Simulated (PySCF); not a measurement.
Unrelated species, one level of theory. Level of theory: TDDFT CAM-B3LYP/def2-SVPD, vertical, gas phase, core orbitals frozen in the response in PySCF. Geometries: PBE0-D3(BJ)/def2-SVP; one conformer of each isolated species. Triplets are in the Tamm–Dancoff approximation.

Task: Rank by computed HOMO–LUMO gap, lowest first.
A. `FPF` (F2HP)
B. `CC(C)(C)Sc1ccccc1` (C10H14S)
C. `C=CC#CC` (C5H6)
D. `C(F)OC(=S)CC#N` (C4H4FNOS)
E. `FC[C@@H]1OC[C@H](F)O1` (C4H6F2O2)
F. `FC(F)(F)[Si@@H]1CCCN1` (C4H8F3NSi)

Result: D (7.56 eV), B (8.13 eV), C (8.35 eV), F (9.58 eV), A (9.98 eV), E (10.67 eV).

| SMILES | gap (eV) | f (S1) | LUMO (eV) | S1 (eV) | T1 (eV) | S1 mainly |
| --- | --- | --- | --- | --- | --- | --- |
| N#CCC(=S)OCF | 7.56 | 0.000 | -1.27 | 3.29 | – | H→L (98%) |
| CC(C)(C)Sc1ccccc1 | 8.13 | 0.000 | 0.32 | 4.86 | 3.99 | H→L (92%) |
| C=CC#CC | 8.35 | 0.000 | 0.37 | 5.25 | 3.38 | H-1→L (95%) |
| FC(F)(F)[Si@@H]1CCCN1 | 9.58 | 0.008 | 1.07 | 6.28 | 5.97 | H→L (62%) |
| FPF | 9.98 | 0.033 | 0.33 | 5.95 | 4.70 | H→L (98%) |
| FC[C@@H]1OC[C@H](F)O1 | 10.67 | 0.005 | 1.14 | 7.67 | – | H→L (83%) |

H and L stand for HOMO and LUMO; a dash means that no computed state gives the value.

- `N#CCC(=S)OCF`: S1 has the pattern of n→π* at C=S.
- `CC(C)(C)Sc1ccccc1`: Löwdin shares by element: HOMO sulfur 70%, carbon 14% or more (atoms not listed hold the other 16%); LUMO carbon 60% or more (atoms not listed hold the other 40%).
- `C=CC#CC`: Löwdin shares by element: HOMO carbon 87% or more; LUMO carbon 80% or more (atoms not listed hold the other 20%).
- `FC(F)(F)[Si@@H]1CCCN1`: Löwdin shares by element: HOMO nitrogen 54%, carbon 12% or more, silicon 8%, hydrogen 6% or more (atoms not listed hold the other 19%); LUMO carbon 22% or more, silicon 20%, hydrogen 9% or more (atoms not listed hold the other 50%).
- `FPF`: Löwdin shares by element: HOMO phosphorus 55%, fluorine 29%, hydrogen 16%; LUMO phosphorus 52%, fluorine 33%, hydrogen 14%.
- `FC[C@@H]1OC[C@H](F)O1`: Löwdin shares by element: HOMO oxygen 43% or more, carbon 30% or more (atoms not listed hold the other 28%); LUMO carbon 30% or more, hydrogen 23% or more (atoms not listed hold the other 47%).
